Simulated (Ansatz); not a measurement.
Sn₄H₇⁻. The state is a singlet with charge -1. Geometry PBE-D4/def2-SVPD; atoms count from 1.

```xyz
11

Sn    1.0710   -0.9561    1.3644
Sn   -1.1164    1.5763   -0.4376
Sn    0.6620   -0.4372   -1.4181
Sn   -1.3175    0.4863    2.2827
H    -2.5014    1.8732   -1.4964
H     2.6271   -0.2302    1.7851
H    -0.2335   -1.7486   -2.1739
H    -2.2887   -0.8646    1.5635
H    -0.2639    3.1169   -0.5964
H     1.4090   -2.6540    1.7249
H     1.9523   -0.1621   -2.5980
```

In the def2 sets Sn takes a core potential; there is no spin–orbit coupling. The structure comes from a short search, and lower isomers may exist.

(1) Estimate the Mulliken populations from the PBE0/def2-TZVPD orbitals of Ansatz.

(2) And the Mayer bond orders between heavy atoms (over 0.3)?

## Answers

(1) 
| atom | charge (e) |
| --- | --- |
| Sn1 | 0.05 |
| Sn2 | 0.05 |
| Sn3 | -0.08 |
| Sn4 | -0.39 |
| H5 | -0.10 |
| H6 | -0.09 |
| H7 | -0.08 |
| H8 | -0.07 |
| H9 | -0.09 |
| H10 | -0.10 |
| H11 | -0.10 |
Mulliken values depend strongly on the basis. With diffuse functions, as here, like atoms can get unlike values, and bond orders can come out too low or too high.

(2) Sn1–Sn3 0.77 (2.86 Å); Sn1–Sn4 0.78 (2.94 Å); Sn2–Sn3 0.77 (2.86 Å); Sn2–Sn4 0.78 (2.94 Å).
